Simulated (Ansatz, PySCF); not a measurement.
C4H4O, SMILES c1occc1. Atoms are numbered in the order given.

```xyz
9

C      0.0000     0.7183    -0.9633
C      0.0000    -0.7183    -0.9633
C      0.0000    -1.0940     0.3498
O      0.0000     0.0000     1.1530
C      0.0000     1.0940     0.3498
H      0.0000     1.3793    -1.8272
H      0.0000    -1.3793    -1.8272
H      0.0000    -2.0576     0.8521
H      0.0000     2.0576     0.8521
```
Charge 0, spin multiplicity 1.

Coordinates come from a B3LYP-D3(BJ)/def2-SVP optimisation.

Two levels are set side by side: PBE-D3(BJ)/def2-SVP (Ansatz, an electronic-structure program) and B3LYP-D3(BJ)/def2-SVP (Ansatz). Each level has its own optimised geometry; the coordinates shown are those of the second. Frequencies come from the Hessian of PySCF at each geometry. Differences are taken from unrounded values.

```json
[
 {"quantity": "mean bond length (Å)", "B3LYP-D3(BJ)": "1.248", "PBE-D3(BJ)": "1.255", "PBE-D3(BJ) minus B3LYP-D3(BJ)": "0.007"},
 {"quantity": "bond C1–C2 (Å)", "B3LYP-D3(BJ)": "1.437", "PBE-D3(BJ)": "1.437", "PBE-D3(BJ) minus B3LYP-D3(BJ)": "0.001"},
 {"quantity": "bond C1–C5 (Å)", "B3LYP-D3(BJ)": "1.366", "PBE-D3(BJ)": "1.375", "PBE-D3(BJ) minus B3LYP-D3(BJ)": "0.009"},
 {"quantity": "bond C2–C3 (Å)", "B3LYP-D3(BJ)": "1.366", "PBE-D3(BJ)": "1.375", "PBE-D3(BJ) minus B3LYP-D3(BJ)": "0.009"},
 {"quantity": "bond C3–O4 (Å)", "B3LYP-D3(BJ)": "1.357", "PBE-D3(BJ)": "1.364", "PBE-D3(BJ) minus B3LYP-D3(BJ)": "0.006"},
 {"quantity": "bond O4–C5 (Å)", "B3LYP-D3(BJ)": "1.357", "PBE-D3(BJ)": "1.364", "PBE-D3(BJ) minus B3LYP-D3(BJ)": "0.006"},
 {"quantity": "bond C1–H6 (Å)", "B3LYP-D3(BJ)": "1.088", "PBE-D3(BJ)": "1.096", "PBE-D3(BJ) minus B3LYP-D3(BJ)": "0.008"},
 {"quantity": "bond C2–H7 (Å)", "B3LYP-D3(BJ)": "1.088", "PBE-D3(BJ)": "1.096", "PBE-D3(BJ) minus B3LYP-D3(BJ)": "0.008"},
 {"quantity": "bond C3–H8 (Å)", "B3LYP-D3(BJ)": "1.087", "PBE-D3(BJ)": "1.095", "PBE-D3(BJ) minus B3LYP-D3(BJ)": "0.008"},
 {"quantity": "bond C5–H9 (Å)", "B3LYP-D3(BJ)": "1.087", "PBE-D3(BJ)": "1.095", "PBE-D3(BJ) minus B3LYP-D3(BJ)": "0.008"},
 {"quantity": "highest harmonic wavenumber (cm⁻¹)", "B3LYP-D3(BJ)": "3284", "PBE-D3(BJ)": "3219", "PBE-D3(BJ) minus B3LYP-D3(BJ)": "-64"},
 {"quantity": "mean harmonic wavenumber (cm⁻¹)", "B3LYP-D3(BJ)": "1465", "PBE-D3(BJ)": "1426", "PBE-D3(BJ) minus B3LYP-D3(BJ)": "-39"},
 {"quantity": "zero-point energy (kcal/mol)", "B3LYP-D3(BJ)": "43.98", "PBE-D3(BJ)": "42.82", "PBE-D3(BJ) minus B3LYP-D3(BJ)": "-1.17"}
]
```

Exact exchange shortens and stiffens bonds; PBE has none. Differences between two approximate levels are no errors against the true value.
